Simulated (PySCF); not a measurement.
**Electronic structure of B⁺ (boron, charge +1) at the UHF level**

Configuration: [He] 2s1 3d1, high-spin 3D determinant (an excited configuration). All numbers are calculated (PySCF 2.14, no relativity, point nucleus, in aug-cc-pwCVTZ (7s6p4d2f, 59 functions)).

```json
{
  "Total energy": "-23.602436 hartree",
  "One-electron energy": "-28.7079 hartree",
  "Hartree (Coulomb) energy": "8.4447 hartree",
  "Exchange energy": "-3.3393 hartree",
  "Kinetic energy": "23.63378 hartree",
  "⟨S²⟩": "2.0000",
  "⟨L²⟩": "6.000",
  "Sum of ⟨r⟩": "6.862 bohr",
  "Sum of ⟨r²⟩": "26.74 bohr²",
  "Traceless quadrupole moment −½Σ⟨3z² − r²⟩ along its main axis": "6.63 e·bohr²",
  "Density at the nucleus (Gaussians lack the cusp)": "68.7 bohr⁻³",
  "Spin density at the nucleus": "2.38 bohr⁻³",
  "Langevin diamagnetic susceptibility": "-21.2 ×10⁻⁶ cm³/mol"
}
```

```tsv
shell	electrons	mean orbital energy (eV)	rms radius, mean of both spins (bohr)
1s α	1	-233.81	0.377
1s β	1	-232.10	0.377
2s α	1	-31.236	1.79
3d α	1	-6.185	4.82
```

The outer electron is Rydberg-like, and this basis confines it to a smaller radius and binds it less than a complete one would.

Spin-orbit constants ζ (cm⁻¹) from the X2C one-electron operator on these orbitals (non-relativistic here): bare nucleus, nucleus screened by l(l+1)(2l+1)/3 electrons, and screened by the Breit-Pauli mean field of the electrons.

| shell | bare | screened nucleus | mean field |
| --- | --- | --- | --- |
| 3d | 0.8661 | 0.3464 | 0.3143 |

To first order the Landé constant is A = 0.1572 cm⁻¹, so the lowest level has J = 1 and lies 5.85e-05 eV below the centre of the term. This holds in LS coupling only.
